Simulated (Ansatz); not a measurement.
GeI₂: single points at one geometry.

```yaml
crystal:
  periodic: [false, false, false]
  atoms:
    - {symbol: Ge, position_ang: [0.005904, -0.006970, -1.074759]}
    - {symbol: I, position_ang: [2.009442, -0.019768, 0.548684]}
    - {symbol: I, position_ang: [-2.015346, 0.026738, 0.526085]}
basis:
  gaussian: {orbitals: def2-TZVP, initial_orbitals: start.molden}
hamiltonian: {xc: {name: PBE-QIDH}}
scf: {omitted_lower_state_checks: [starts]}
```

The file start.molden holds the orbitals of an earlier run on this structure, at another level or in another basis.

```sh
$ ansatz run in.yaml --threads 4 --pin off --events-out ev --progress --plain --max-ram 3916MiB
```

It prints (some lines left out):

```
Functional definition: PBE-QIDH
1281 factors; integrals over basis functions are off by at most 9.2e-4 eV
mean field evaluation 1: about -72686.2211 eV, gradient 1.6e1 eV
mean field evaluation 2: about -72686.4823 eV, gradient 3.9e-1 eV
mean field evaluation 4: about -72686.6006 eV, gradient 6.3e-3 eV
mean field evaluation 8: about -72686.6006 eV, gradient 2.0e-6 eV
mean field -72686.60063813 eV, -2671.1833047039 hartree, gradient 3.2e-6 eV, S^2 0.000000; 0 other end points of the search recorded, 0 dependent functions left out
17 core orbitals not correlated: weight in the atoms' cores, before any rotation towards them, 1.000 or more for the frozen orbitals, at most 0.000 for the correlated occupied ones
reference -72686.60064712 eV, -2671.1833050341 hartree; 24, 24 occupied and 107, 107 virtual orbitals, 1281 factors
second order -36.34500444 eV of doubles, -0.00000000 eV of singles
Total energy: -72698.71564860 eV, -2671.6285231266 hartree
Checks for a lower state left out: starts
```

Hardware: 4 threads of Arm Neoverse V2 on a shared host. Wall time 2.8 s.

First input, but with `hamiltonian: {xc: {name: CAM-B3LYP}, dispersion: d4}`, `output: {orbitals: {seedname: orbitals}}` (abridged; 1.8 s):

```
Functional definition: CAM-B3LYP
mean field -72725.86957291 eV, -2672.6264114394 hartree, gradient 2.4e-5 eV, S^2 0.000000
Total energy: -72726.00363671 eV, -2672.6313381932 hartree
Checks for a lower state left out: starts
```

First input, but with `hamiltonian: {xc: pbe0, dispersion: d4}`, `output: {orbitals: {seedname: orbitals}}` (abridged; 1.6 s):

```
Functional definition: PBE0
mean field -72716.18680544 eV, -2672.2705762981 hartree, gradient 1.1e-5 eV, S^2 0.000000
Total energy: -72716.31019356 eV, -2672.2751107282 hartree
Checks for a lower state left out: starts
```

The first input with `hamiltonian: {xc: {name: LC-wPBE, parameters: {omega: 0.3/bohr}}}`, `output: {orbitals: {seedname: orbitals}}` (abridged; 1.3 s):

```
Functional definition: LC-wPBE
mean field -72715.27561828 eV, -2672.2370907877 hartree, gradient 1.4e-5 eV, S^2 0.000000
Total energy: -72715.27561829 eV, -2672.2370907879 hartree
Checks for a lower state left out: starts
```

As the first input, with `gaussian: {orbitals: def2-SVP, initial_orbitals: start.molden}`, `hamiltonian: {xc: pbe0, dispersion: d4}`, `output: {orbitals: {seedname: orbitals}}` (abridged; 1 s):

```
Functional definition: PBE0
mean field -72708.56705287 eV, -2671.9905555562 hartree, gradient 2.4e-5 eV, S^2 0.000000
Total energy: -72708.69043920 eV, -2671.9950899202 hartree
Checks for a lower state left out: starts
```

First input, but with `gaussian: {orbitals: def2-TZVPD, initial_orbitals: start.molden}`, `hamiltonian: {xc: pbe0, dispersion: d4}`, `output: {orbitals: {seedname: orbitals}}` (abridged; 2.4 s):

```
Functional definition: PBE0
mean field -72716.21412316 eV, -2672.2715802058 hartree, gradient 9.3e-6 eV, S^2 0.000000
Total energy: -72716.33752200 eV, -2672.2761150295 hartree
Checks for a lower state left out: starts
```

First input, but with `hamiltonian: {xc: {name: LC-wPBE, parameters: {omega: 0.1/bohr}}}`, `output: {orbitals: {seedname: orbitals}}` (abridged; 1.6 s):

```
Functional definition: LC-wPBE
mean field -72713.68664943 eV, -2672.1786972595 hartree, gradient 2.6e-5 eV, S^2 0.000000
Total energy: -72713.68664951 eV, -2672.1786972623 hartree
Checks for a lower state left out: starts
```

Geometry: PBE-D4/def2-TZVP.

In the def2 sets I takes a core potential; there is no spin–orbit coupling. Correlated methods freeze 17 core orbitals; core or outer-core shells of Ge, I are correlated, in sets that lack core-valence functions.
